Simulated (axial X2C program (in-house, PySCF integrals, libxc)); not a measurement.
# Spin–orbit effects down a group: molecules with Ge, HF

Computed with an in-house all-electron X2C program for linear molecules (integrals from PySCF), spin-free (one-electron X2C) or two-component (2c: spin–orbit coupling with atomic mean-field Coulomb and Gaunt terms, which also bring small scalar terms), in Dyall basis sets with cores contracted in-house; open shells are unrestricted.

Basis sets: Br dyall-cv3z, Cl dyall-av3z, F dyall-av3z, Ge dyall-cv3z, I dyall-cv3z.

| molecule | spin-free state | Re (Å) | ωe (cm⁻¹) | De (eV) | 2c state | Re 2c (Å) | ωe 2c (cm⁻¹) | De 2c (eV) |
| --- | --- | --- | --- | --- | --- | --- | --- | --- |
| GeF | M_S = 1/2, Λ = 1 | 1.729 | 696.0 | 3.30 | Ω = 1/2 | 1.730 | 694.5 | n/a |
| GeCl | M_S = 1/2, Λ = 1 | 2.192 | 395.0 | 2.62 | Ω = 1/2 | 2.193 | 394.2 | n/a |
| GeBr | M_S = 1/2, Λ = 1 | 2.346 | 285.9 | 2.23 | Ω = 1/2 | 2.347 | 285.7 | n/a |
| GeI | M_S = 1/2, Λ = 1 | 2.567 | 231.7 | 1.76 | Ω = 1/2 | 2.568 | 231.4 | n/a |

Q: Work out the shifts from the spin-free to the two-component result.

A: 

```csv
molecule,2c state,ΔRe (Å),Δωe (cm⁻¹),ΔDe (eV)
GeF,Ω = 1/2,0.001,-1.5,n/a
GeCl,Ω = 1/2,0.001,-0.8,n/a
GeBr,Ω = 1/2,0.001,-0.2,n/a
GeI,Ω = 1/2,0.001,-0.3,n/a
```

Shifts of one unit in the last digit are rounding.

Each entry is the lowest single determinant of a limited PBE0 search at one distance. De goes to single-determinant-based atoms at the same level (for ions the charge split of lowest energy) and is withheld (n/a) where an atom does not fit its ground term or J level. Main or longest-lived isotopes.
